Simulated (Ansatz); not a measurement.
Mulliken charges of CH3GeN, SMILES `N#[C][GeH3]` from ωB97M-V/def2-TZVPP in Ansatz (PBE0-D4/def2-TZVP geometry).

```csv
atom,x (Å),y (Å),z (Å),charge (e)
N1,0.585,-2.257,0.822,-0.044
C2,0.315,-1.208,0.435,-0.190
Ge3,-0.136,0.547,-0.214,0.074
H4,-1.456,0.414,-0.973,0.054
H5,1.006,0.989,-1.127,0.054
H6,-0.271,1.451,1.011,0.054
```

By hand: the dipole of these point charges (1 e Å = 4.8032 D).

Σ q r = (-0.135, 0.523, -0.193) e Å, of length 0.574 e Å = 2.76 D.

How does the dipole of the full density compare? (An estimate is asked.)

The calculation gave: (-0.191, 0.743, -0.275) e Å, 3.91 D; the point charges give 0.71 times that, at 0° from its direction.

Point charges leave out the atoms' own dipoles, such as those of lone pairs, and Mulliken's split depends on the basis, so the two needn't agree.
